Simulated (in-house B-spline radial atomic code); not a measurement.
A fraction x of an electron is removed from 4s in Ca, starting from [Ar] 4s2 and keeping the highest spin. All numbers are computed (scalar-relativistic (X2C) PW91, spin-polarised, spherical fractional occupations; Fermi nucleus of rms radius 3.4776 fm) with a radial B-spline atomic code at the basis-set limit, not measured.

```csv
x,E(x) - E(0) (eV),4s down level (eV)
0,0.0000,-3.797
0.09,0.3599,-4.203
0.18,0.7566,-4.612
0.33,1.4999,-5.300
0.39,1.8262,-5.576
0.5,2.4674,-6.082
0.74,4.0604,-7.200
0.84,4.8052,-7.708
0.96,5.7779,-8.592
1,6.1217,-
```

The exact functional would give a straight line between the two integer points. Deviations E(x) - E(0) - x[E(1) - E(0)], in eV: -0.191 at x = 0.09, -0.345 at x = 0.18, -0.52 at x = 0.33, -0.561 at x = 0.39, -0.593 at x = 0.5, -0.47 at x = 0.74, -0.337 at x = 0.84, -0.099 at x = 0.96.

The curve lies below the straight line by up to 0.593 eV (at x = 0.5): convex, the delocalisation error that favours fractional charges.

How well does Slater's transition state (minus the level at half occupation) give the ionisation energy?

It gives 6.082 eV against 6.122 eV from the two total energies; NIST lists 6.11 eV, ground level to ground level.
